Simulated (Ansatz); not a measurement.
Basis-set extrapolation for ClFH$_{5}$NSi$_{2}$ (`N[Si](F)([SiH3])Cl`) (PBE0-D4/def2-TZVP geometry, frozen core, Ansatz 0.2.0). Multiplicity 1, RHF reference.

|  | def2-TZVPP | def2-QZVPP |
| --- | --- | --- |
| HF | -1194.431413 | -1194.470191 |
| MP2 correlation | -0.893270 | -0.972570 |
| CCSD(T) correlation | -0.978935 | not run |

Energies in hartree. Use E(X) = E(∞) + A·exp(−7.88·√X) for Hartree–Fock and E(X) = E(∞) + B·X^(−2.97) for correlation, with X = 3 and 4, and add CCSD(T) minus MP2 of the smaller set to the MP2 limit.

What is the CCSD(T) energy at the basis-set limit?

HF limit: -1194.470191 + (-0.038778) × 0.13774 = -1194.47553. MP2 limit: -0.972570 + (-0.079300) × 0.74074 = -1.03131. Higher-order term: -0.978935 − (-0.893270) = -0.08566. Total: -1195.59250 hartree, 4.96 eV below CCSD(T)/def2-TZVPP.
